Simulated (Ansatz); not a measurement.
Ideal-gas functions of AlH5OSi2, SMILES `[SiH3][SiH]1[O][AlH]1` at 600 K and 1 bar, from an Ansatz frequency run at PBE0-D4/def2-TZVP.

Molar mass 104.19 g/mol, point group C1 (symmetry number 1), electronic degeneracy 1, moments of inertia 53.817, 306.768, 316.925 u Å². Harmonic wavenumbers (cm⁻¹, unscaled): 93, 107, 157, 361, 402, 432, 472, 486, 527, 643, 715, 778, 843, 879, 930, 939, 1949, 2171, 2205, 2216, 2223.

Use S(trans) = R[1.5 ln M + 2.5 ln T − 1.1517]; rotational temperatures θ = 24.2544 K / I; S(rot) = R[ln(√π/σ · √(T³/θAθBθC)) + 1.5]; for each mode x = 1.438777 ν̃/T, S = R[x/(eˣ − 1) − ln(1 − e⁻ˣ)] and H = RT x/(eˣ − 1); 1 cm⁻¹ = 0.0119627 kJ/mol; R = 8.31446 J/(mol·K).

Task: By hand: the entropy, in J/(mol·K).

Result: Translation 181.3. Rotation: θ = 0.4507, 0.0791, 0.0765 K, giving 121.6. Vibration, mode by mode: 20.81, 19.65, 16.49, 9.77, 8.93, 8.38, 7.71, 7.50, 6.90, 5.49, 4.78, 4.24, 3.75, 3.50, 3.18, 3.13, 0.44, 0.28, 0.27, 0.26, 0.26, in all 135.7. Electronic 0.0. Sum 438.6 J/(mol·K).

Task: By hand: H − E and G − E in kJ/mol, counted from the electronic energy.

Result: Zero-point energy ½ × 19528 × 0.0119627 = 116.8; thermal vibration 41.8; translation, rotation and pV give 4 RT = 20.0. H − E = 178.6 kJ/mol, and G − E = 178.6 − 600 × 438.6/1000 = -84.6 kJ/mol.

Vibration gives 31 % of the entropy, 40.5 J/(mol·K) of it from the modes under 150 cm⁻¹: soft modes count most, and the harmonic formula is weakest for them. The sum counts one conformer and one mirror image; others add a mixing term.
